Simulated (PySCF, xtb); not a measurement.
CF₂I, SMILES F[C](I)F (connectivity only; charge and spin as stated), charge +1, multiplicity 1.

GFN2-xTB (xtb) at its own geometry gives an orbital gap of 2.24 eV.

Coordinates come from a B3LYP-D3(BJ)/def2-SVP optimisation. The spin state was assumed, not searched. The isomer is the one that the SMILES or the coordinates give; other isomers of the formula were not compared. The def2 effective core potentials stand for the cores of I; spin–orbit coupling is left out.

### Question
What does CAM-B3LYP/def2-TZVPD run with PySCF give? (The exact figures need the calculation; the answer reports its results.)

### Answer
gap 7.52 eV (levels -16.03 and -8.51 eV).
